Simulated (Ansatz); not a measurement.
Start from `BN(CC)[SiH2]Cl` and change one atom or group to get `BN(C)CC`.

Ansatz, PBE0-D4/def2-TZVP geometries, multiplicity 1. Each molecule was computed in one conformer, which needn't be the lowest.

```csv
property,`BN(CC)[SiH2]Cl`
LUMO energy (ωB97M-V/def2-TZVPP) / eV,1.41
HOMO–LUMO gap (ωB97M-V/def2-TZVPP) / eV,12.03
HOMO energy (PBE/def2-TZVPP) / eV,-7.09
HOMO energy (B3LYP/def2-TZVPP) / eV,-8.09
size of the dipole moment (B3LYP/def2-TZVPP) / D,1.74
LUMO energy (B3LYP/def2-TZVPP) / eV,-0.64
```

Q: What does the change do to each property? (Estimate.)

A: Computed: 
| property | `BN(C)CC` | shift |
| --- | --- | --- |
| LUMO energy (ωB97M-V/def2-TZVPP) / eV | 1.93 | 0.52 |
| HOMO–LUMO gap (ωB97M-V/def2-TZVPP) / eV | 11.63 | -0.40 |
| HOMO energy (PBE/def2-TZVPP) / eV | -6.18 | 0.91 |
| HOMO energy (B3LYP/def2-TZVPP) / eV | -7.18 | 0.91 |
| size of the dipole moment (B3LYP/def2-TZVPP) / D | 1.98 | 0.24 |
| LUMO energy (B3LYP/def2-TZVPP) / eV | -0.03 | 0.61 |

With PBE0 the HOMO rises by 0.94 eV and the LUMO rises by 0.63 eV, so the gap narrows by about 0.31 eV. PBE moves the HOMO by 0.91 eV and ωB97M-V by 0.91 eV. Dipoles are sizes alone; their direction can turn.

B3LYP here is the variant with VWN-RPA as its local correlation; programs differ in this.
